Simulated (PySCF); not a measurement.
Molfile (atoms numbered from 1):
```
C2H9NOSi
     RDKit          3D

 14 13  0  0  0  0  0  0  0  0999 V2000
    1.8766    0.1257   -0.6861 C   0  0  0  0  0  0  0  0  0  0  0  0
    1.2361   -0.5185    0.4341 N   0  0  0  0  0  0  0  0  0  0  0  0
   -0.1367    0.0546    1.2977 Si  0  0  0  0  0  4  0  0  0  0  0  0
   -1.6319   -0.4005    0.7098 O   0  0  0  0  0  0  0  0  0  0  0  0
   -2.1079   -0.0260   -0.5491 C   0  0  0  0  0  0  0  0  0  0  0  0
    2.9768    0.1132   -0.5960 H   0  0  0  0  0  0  0  0  0  0  0  0
    1.5737    1.1838   -0.7279 H   0  0  0  0  0  0  0  0  0  0  0  0
    1.6187   -0.3235   -1.6641 H   0  0  0  0  0  0  0  0  0  0  0  0
    1.5183   -1.4828    0.5727 H   0  0  0  0  0  0  0  0  0  0  0  0
   -0.0473    1.5481    1.2507 H   0  0  0  0  0  0  0  0  0  0  0  0
   -0.1179   -0.5151    2.6689 H   0  0  0  0  0  0  0  0  0  0  0  0
   -1.5108   -0.4677   -1.3690 H   0  0  0  0  0  0  0  0  0  0  0  0
   -2.1094    1.0727   -0.6876 H   0  0  0  0  0  0  0  0  0  0  0  0
   -3.1450   -0.3788   -0.6622 H   0  0  0  0  0  0  0  0  0  0  0  0
  1  2  1  0
  2  3  1  0
  3  4  1  0
  4  5  1  0
  1  6  1  0
  1  7  1  0
  1  8  1  0
  2  9  1  0
  3 10  1  0
  3 11  1  0
  5 12  1  0
  5 13  1  0
  5 14  1  0
M  END
```

Geometry: PBE0-D3(BJ)/def2-SVP; GIAO absolute shieldings from PySCF, gas phase, non-relativistic, averaged over equivalent atoms.

At PBE0/def2-SVP (119 basis functions, 10 s wall time on 1 thread of an Arm Neoverse V1, shared host):
| atoms | σ (ppm) |
| --- | --- |
| C5 | 144.5 |
| C1 | 162.5 |
| N2 | 233.5 |
| Si3 | 441.5 |
| O4 | 295.2 |
| H10/H11 | 26.81 |
| H12/H13/H14 | 27.97 |
| H6/H7/H8 | 28.81 |
| H9 | 30.98 |

Question: Estimate the result of repeating the calculation with BLYP/pcSseg-1.

Answer: 
```csv
atoms,σ at BLYP/pcSseg-1,change
C5,120.5,-24.0
C1,139.5,-23.0
N2,208.8,-24.7
Si3,358.4,-83.1
O4,265.5,-29.7
H10/H11,26.85,+0.04
H12/H13/H14,27.62,-0.35
H6/H7/H8,28.48,-0.33
H9,30.70,-0.28
```

The largest change is at Si3 (silicon bonded to N, O, 2 H). Cost: 137 basis functions, 17 s wall time on 1 thread of an Arm Neoverse V1, shared host.
